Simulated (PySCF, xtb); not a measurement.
AlH3S, SMILES [AlH2][SH].

Harmonic wavenumbers (cm⁻¹) from GFN2-xTB (xtb) at its own minimum, in rising order: 81, 380, 403, 515, 615, 772, 1827, 1834, 2372.

Q: What does PBE0-D3(BJ)/def2-TZVP (PySCF) give at its own minimum? (Estimate from the structure and the level; the computed values follow.)

A: 368, 421, 498, 582, 685, 767, 1942, 1961, 2712. Paired by order, the mean absolute difference is 128 cm⁻¹ and the zero-point energies are 12.6 and 14.2 kcal/mol.
